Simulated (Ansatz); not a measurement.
Basis-set extrapolation for C2H3BS (`BSC#C`) (PBE0-D4/def2-TZVP geometry, frozen core, Ansatz). Multiplicity 1, RHF reference.

|  | def2-TZVPP | def2-QZVPP |
| --- | --- | --- |
| HF | -499.646675 | -499.662325 |
| MP2 correlation | -0.602289 | -0.643069 |
| CCSD(T) correlation | -0.659925 | not run |

Energies in hartree. Use E(X) = E(∞) + A·exp(−7.88·√X) for Hartree–Fock and E(X) = E(∞) + B·X^(−2.97) for correlation, with X = 3 and 4, and add CCSD(T) minus MP2 of the smaller set to the MP2 limit.

Question: What is the CCSD(T) energy at the basis-set limit?

Answer: HF limit: -499.662325 + (-0.015650) × 0.13774 = -499.66448. MP2 limit: -0.643069 + (-0.040780) × 0.74074 = -0.67328. Higher-order term: -0.659925 − (-0.602289) = -0.05764. Total: -500.39540 hartree, 233.1 kJ/mol below CCSD(T)/def2-TZVPP.
